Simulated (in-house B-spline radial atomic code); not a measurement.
The outermost shell (largest non-relativistic mean radius) with and without relativity; Dirac values are averaged over j. Computed with an all-electron radial atomic-structure program (B-spline basis): non-relativistic Hartree-Fock and Dirac-Hartree-Fock, averages of the configuration (point nuclei without relativity, finite nuclei with it).

```csv
ion,configuration,outermost shell,radius non-relativistic (bohr),radius Dirac (bohr),radius change (%),level non-relativistic (eV),level Dirac (eV),spin-orbit splitting (eV)
Rh5+,[Kr] 4d4,4d,1.2487,1.2565,0.62739,-79.663,-78.846,0.56127
Pd5+,[Kr] 4d5,4d,1.1966,1.2038,0.60659,-83.288,-82.426,0.66331
Ag5+,[Kr] 4d6,4d,1.1491,1.1558,0.58751,-86.900,-85.993,0.77729
Cd5+,[Kr] 4d7,4d,1.1056,1.1119,0.56978,-90.505,-89.549,0.90408
In5+,[Kr] 4d8,4d,1.0656,1.0715,0.55311,-94.105,-93.098,1.0446
Sn5+,[Kr] 4d9,4d,1.0286,1.0341,0.53727,-97.703,-96.643,1.1997
Sb5+,[Kr] 4d10,4d,0.99462,0.99982,0.52242,-101.299,-100.18,1.3705
Te5+,[Kr] 4d10 5s1,5s,1.9116,1.8481,-3.3193,-66.787,-69.168,-
I5+,[Kr] 4d10 5s2,5s,1.8362,1.7746,-3.3536,-69.993,-72.515,-
Xe5+,[Kr] 4d10 5s2 5p1,5p,1.9224,1.8988,-1.228,-64.072,-64.649,1.952
Cs5+,[Kr] 4d10 5s2 5p2,5p,1.8399,1.8167,-1.2582,-67.687,-68.315,2.2941
Ba5+,[Kr] 4d10 5s2 5p3,5p,1.7648,1.742,-1.2924,-71.340,-72.024,2.6739
La5+,[Kr] 4d10 5s2 5p4,5p,1.6963,1.6737,-1.3298,-75.032,-75.778,3.0938
Ce5+,[Kr] 4d10 5s2 5p5,5p,1.6334,1.611,-1.3701,-78.765,-79.579,3.5565
Pr5+,[Kr] 4d10 5s2 5p6,5p,1.5763,1.554,-1.4124,-82.539,-83.427,4.0652
```
